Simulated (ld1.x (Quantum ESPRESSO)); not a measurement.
# Varying the PAW potential for Eu (Z = 63)

Base potential:

* Element: europium
* Generator: ld1.x (Quantum ESPRESSO) 7.5
* Type: PAW
* Functional: PBEsol
* Relativity: scalar-relativistic
* Frozen core: [Kr] 4d10
* Valence charge: 17
* Reference configuration: 4f6 5s2 5p6 5d1 6s2 6p0
* Partial waves: 5s (bound): rcut 1.75, rcutus 2.10 bohr; 6s (bound): rcut 1.75, rcutus 2.10 bohr; 5p (bound): rcut 2.75, rcutus 2.95 bohr; 6p (bound, empty): rcut 2.75, rcutus 2.95 bohr; 5d (bound): rcut 1.55, rcutus 2.00 bohr; 5d channel at 0.25 Ry: rcut 1.55, rcutus 2.00 bohr; 4f (bound): rcut 1.15, rcutus 1.25 bohr; 4f channel at 1.1 Ry: rcut 1.15, rcutus 1.25 bohr
* Local potential: all-electron potential smoothed inside 2.50 bohr (lloc = -2)
* Core correction: Bessel-smoothed model core, default radius (core density twice the valence density)
* Augmentation charge: BESSEL, radius 0.85 bohr

All-electron outer shells of the reference configuration (PBEsol, scalar-relativistic, ld1.x):

```tsv
shell	level (eV)	outermost node (bohr)	outermost maximum (bohr)
4p	-265.04	0.30	0.55
4d	-141.46	0.27	0.57
5s	-48.25	0.67	1.21
5p	-26.64	0.72	1.38
4f	-8.40	–	0.59
6s	-4.08	1.63	3.43
5d	-2.66	0.81	1.98
6p	-1.32	1.96	4.57
```

Cutoffs, loose and tight: the cutoffs (Ry, on a coarse ladder) from which the occupation-weighted sum of valence levels, in a spherical-Bessel basis at the reference potential, stays within 10 and 1 mRy of its value at 400 Ry. They do not see the model core or the augmentation charge, which bear on the density cutoff. Test errors are all-electron minus pseudo excitation energies from the reference, over the configurations 4f7 5s2 5p6 5d0 6s2 6p0; 4f7 5s2 5p6 5d0 6s1 6p0; 4f7 5s2 5p6 5d0 6s0 6p0; 4f5 5s2 5p6 5d0 6s0 6p0; 4f8 5s2 5p6 5d0 6s0 6p0; 4f7 5s2 5p5 5d0 6s2 6p0; 4f7 5s1 5p6 5d0 6s2 6p0. A dash means not determined; rows that change the core or the reference have their own tests.

Cutoffs are not given where the Bessel-basis levels miss the radial ones by over 6 mRy, ghosts where they miss by over 20 mRy; a channel whose overlap is not positive is not tested.

The default core radius of the base comes out at 0.88 bohr.

A file whose overlap is not positive is unfit for use, and its test errors describe a broken file.

```tsv
change	outcome	cutoff, loose	cutoff, tight	bound ghosts	largest test error (meV)
base	generated	110 Ry	180 Ry	none	test run stopped at test 1 of 7 (negative rho)
augmentation BESSEL, radius 0.90 bohr	generated	110 Ry	180 Ry	none	test run stopped at test 1 of 7 (negative rho)
waves 5s (bound): rcut 1.75, rcutus 3.14 bohr; 6s (bound): rcut 1.75, rcutus 3.14 bohr	generated	110 Ry	180 Ry	none	test run stopped at test 1 of 7 (negative rho)
reference 4f7 5s2 5p6 5d0 6s1.5 6p0	generated	110 Ry	180 Ry	none	test run stopped at test 1 of 7 (negative rho)
waves 5p (bound): rcut 2.75, rcutus 3.42 bohr; 6p (bound): rcut 2.75, rcutus 3.42 bohr	generated	110 Ry	180 Ry	none	test run stopped at test 1 of 7 (negative rho)
core correction Bessel-smoothed model core inside 0.64 bohr	generated	110 Ry	180 Ry	none	test run stopped at test 1 of 7 (negative rho)
local potential all-electron potential smoothed inside 1.22 bohr (lloc = -2)	generated, overlap not positive	–	–	not determined (overlap not positive)	test run stopped at test 1 of 7 (negative norm?)
all radii but the core radius scaled by about 0.96 (s 2.02, p 2.84, d 1.92, f 1.20 bohr, rcut 1.68/2.66/1.50/1.10); local potential all-electron potential smoothed inside 2.42 bohr (lloc = -2); augmentation BESSEL, radius 0.82 bohr	generated	120 Ry	200 Ry	none	test run stopped at test 1 of 7 (negative rho)
type ultrasoft; local potential all-electron potential smoothed inside 1.80 bohr (lloc = -2); augmentation PSQ, inside the norm-conserving radii	generated, overlap not positive	–	–	not determined (overlap not positive)	test run stopped at test 1 of 7 (negative rho)
waves 5d (bound): rcut 1.44, rcutus 1.52 bohr; 5d channel at 0.25 Ry: rcut 1.44, rcutus 1.52 bohr	generated	110 Ry	180 Ry	none	test run stopped at test 1 of 7 (negative rho)
```

What comes out with this change to the base: waves 4f (bound): rcut 0.88, rcutus 0.94 bohr; 4f channel at 1.1 Ry: rcut 0.88, rcutus 0.94 bohr?

outcome: generated; cutoff, loose: 230 Ry; cutoff, tight: over 300 Ry; bound ghosts: none; largest test error (meV): test run stopped at test 1 of 7 (negative rho).
